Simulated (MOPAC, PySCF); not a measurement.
C3H4O, SMILES `O=C1CC1`, neutral singlet in the gas phase. 

Cartesian coordinates (Å):
```xyz
8

O     -1.2512     1.7278    -0.0447
C     -0.5440     0.7535    -0.0183
C      0.8232     0.2085    -0.0019
C     -0.4496    -0.7149     0.0211
H      1.4138     0.2352    -0.9206
H      1.4111     0.2847     0.9157
H     -0.6797    -1.2839    -0.8828
H     -0.6825    -1.2344     0.9536
```
Charge 0, multiplicity 1.

All levels are single points at this geometry (PBE-D3(BJ)/def2-TZVP); Pople sets use spherical d functions. Orbital energies aren't observables, and empty levels follow the basis.

PBE/6-31G* in PySCF gives dipole (D) = 2.62.

Task: Estimate the dipole (D) from each of these levels: PBE-D3(BJ)/def2-TZVP in PySCF; B3LYP/3-21G in PySCF; B3LYP/6-311+G** in PySCF; BP86/6-31G* in PySCF; M06-2X/6-31G* in PySCF; HF/6-31G* in PySCF; PM3 in MOPAC; PM6 in MOPAC.

Result: 
| level | dipole (D) |
|---|---|
| PBE-D3(BJ)/def2-TZVP in PySCF | 2.83 |
| B3LYP/3-21G in PySCF | 2.51 |
| B3LYP/6-311+G** in PySCF | 3.11 |
| BP86/6-31G* in PySCF | 2.65 |
| M06-2X/6-31G* in PySCF | 2.85 |
| HF/6-31G* in PySCF | 3.31 |
| PM3 in MOPAC | 2.25 |
| PM6 in MOPAC | 2.45 |
